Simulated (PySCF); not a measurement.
SSi, charge -1, doublet (typed; the unrestricted solution is spin-contaminated), geometry from GFN2-xTB (a state made from the parent by changing its charge; the spin is typed, not shown lowest) (in this run its highest filled SCF level lies above zero, so its values depend strongly on the basis, on diffuse functions most of all). Base run: PySCF with HF/STO-3G.

Geometry (Å):
```xyz
2

Si     0.0000     0.0000    -1.1165
S      0.0000     0.0000     0.9769
```
Charge -1, spin multiplicity 2.
Orbitals are unrestricted.
All else is at PySCF's defaults.

The base run was repeated with changes; each row names its change, and settings that it needs were set with it.

| change | E (Eh) | HOMO (eV) | <S^2> | outcome |
|---|---|---|---|---|
| base | -678.50693 | 5.62 | 1.204 | converged |
| functional = x3lyp | -679.57622 | 9.12 | 0.756 | converged |
| functional = pw6b95 | -680.24154 | 8.71 | 0.758 | converged |
| functional = blyp; dispersion = d3bjm | - | - | - | not converged |
| functional = b3lyp; dispersion = d3bj | -679.66829 | 9.16 | 0.756 | converged |
| functional = m06l | - | - | - | not converged |
| functional = pbe0; dispersion = d3zero | -679.41961 | 8.81 | 0.760 | converged |
| functional = m06 | -679.57869 | 9.15 | 0.755 | converged |
| functional = mn15 | -677.78746 | 8.31 | 0.765 | converged |
| functional = b3lyp; dispersion = d3zero | -679.66510 | 9.16 | 0.756 | converged |
| functional = r2scan | -679.62948 | 9.97 | 0.757 | converged |
| functional = bhandhlyp | -679.66861 | 7.60 | 0.765 | converged |
| functional = b3lyp5 | -679.54609 | 9.25 | 0.756 | converged |

Totals shift with the method and basis; they matter in differences.

Open shells are given as the SCF converged; they aren't shown to be the lowest states, and a large step between rows can be another state.
